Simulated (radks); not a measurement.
Task: Radial electron density D(r) = 4 pi r^2 rho(r) of an atom or ion with 24 electrons. Method: Dirac Kohn-Sham, PBE, spin-unpolarised, spherical densities, finite nucleus; Fermi nuclear charge, rms radius of each element as measured or else 0.836 A^(1/3) + 0.57 fm; computed with a radial shooting solver on a logarithmic mesh with Libxc functionals.

| r (bohr) | D(r) (e/bohr) |
|---|---|
| 0.003613 | 10.95 |
| 0.004074 | 13.14 |
| 0.004593 | 15.67 |
| 0.005179 | 18.59 |
| 0.005839 | 21.89 |
| 0.006637 | 25.83 |
| 0.007483 | 29.90 |
| 0.008437 | 34.26 |
| 0.009513 | 38.83 |
| 0.01073 | 43.46 |
| 0.01209 | 47.98 |
| 0.01374 | 52.42 |
| 0.0155 | 55.97 |
| 0.01747 | 58.68 |
| 0.0197 | 60.34 |
| 0.02221 | 60.81 |
| 0.02525 | 60.04 |
| 0.02846 | 58.32 |
| 0.03209 | 56.05 |
| 0.03618 | 53.83 |
| 0.0408 | 52.36 |
| 0.046 | 52.32 |
| 0.05228 | 54.35 |
| 0.05895 | 58.23 |
| 0.06646 | 63.45 |
| 0.07494 | 68.90 |
| 0.08449 | 73.08 |
| 0.09526 | 74.54 |
| 0.1083 | 72.06 |
| 0.1221 | 66.08 |
| 0.1376 | 57.88 |
| 0.1552 | 49.68 |
| 0.175 | 43.77 |
| 0.1989 | 41.59 |
| 0.2242 | 43.18 |
| 0.2528 | 46.32 |
| 0.285 | 48.25 |
| 0.3214 | 46.66 |
| 0.3624 | 40.82 |
| 0.4118 | 31.16 |
| 0.4643 | 21.25 |
| 0.5236 | 12.68 |
| 0.5903 | 6.615 |
| 0.6656 | 3.051 |
| 0.7504 | 1.295 |
| 0.8529 | 0.5179 |
| 0.9616 | 0.2350 |
| 1.084 | 0.1101 |
| 1.222 | 0.04786 |
| 1.378 | 0.01761 |
| 1.554 | 0.005176 |
| 1.766 | 0.001045 |
| 1.991 | 0.0001703 |

What is the nuclear charge?

Result: Z = 47. The innermost maximum, from 1s, lies near gamma/Z bohr with gamma = sqrt(1 - (Z/c)^2) = 0.939, here 0.02 bohr (found: 0.0219), and its height grows with Z. The density is that of the silver ion Ag23+ in [Ar] 3d5.75 4f0.25; the configuration itself is not fixed sharply by these data, and Z only to a few units. D(r) has 3 maxima, at r = 0.0219, 0.0945, 0.290 bohr, and minima at 0.0435, 0.199 bohr, inside which lie 2.05, 11.13 electrons.
